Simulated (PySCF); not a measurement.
Compound: C5H7BO2.
SMILES with atom numbers: `[CH:1]#[C:2][B:3]([OH:4])[O:5][CH:6]1[CH2:7][CH2:8]1` (hydrogens: H9 on C1; H10 on O4; H11 on C6; H12, H13 on C7; H14, H15 on C8)

Geometry (GFN2-xTB, Å), atoms numbered from 1 in this order:
```xyz
15
C5H7BO2 angstrom
C      2.417   -2.186   -0.320
C      2.094   -1.029   -0.280
B      1.648    0.441   -0.239
O      2.594    1.406   -0.262
O      0.346    0.827   -0.182
C     -0.736   -0.044   -0.153
C     -1.989    0.425    0.521
C     -1.940    0.305   -0.976
H      2.716   -3.193   -0.356
H      2.237    2.294   -0.238
H     -0.456   -1.090   -0.064
H     -1.983    1.419    0.941
H     -2.568   -0.291    1.082
H     -2.482   -0.496   -1.453
H     -1.901    1.219   -1.548
```

The closed-shell ground state was solved at several levels (PySCF, density fitting, gas phase, non-relativistic).

```
          level  basis functions  total energy (Eh)  HOMO (eV)  LUMO (eV)  gap (eV)  dipole (D)
B3LYP/def2-SVPD              222          -369.8092      -7.43      -0.73      6.70        1.74
  PBE0/pcSseg-1              171          -369.5812      -7.62      -0.41      7.21        1.75
```

Problem. Estimate the row for B3LYP/pcJ-1, a basis of 286 functions; the other rows only guide the guess.

Solution. Total energy -370.0766 Eh, HOMO -7.36 eV, LUMO -0.60 eV, gap 6.76 eV, dipole 1.77 D.

Problem. Over all these levels, which gives the widest orbital gap and which the narrowest?

Solution. PBE0/pcSseg-1 (global hybrid, 25 % exact exchange) has the widest, 7.21 eV, and B3LYP/def2-SVPD (global hybrid, 20 % exact exchange) the narrowest, 6.70 eV. Functional and basis both differ between the two, so the spread mixes both effects.

Problem. How far do the dipole and the HOMO energy spread over the levels?

Solution. The dipole runs from 1.74 to 1.77 D (mean 1.76 D) and the HOMO from -7.62 to -7.36 eV.

One conformer stands for the species.
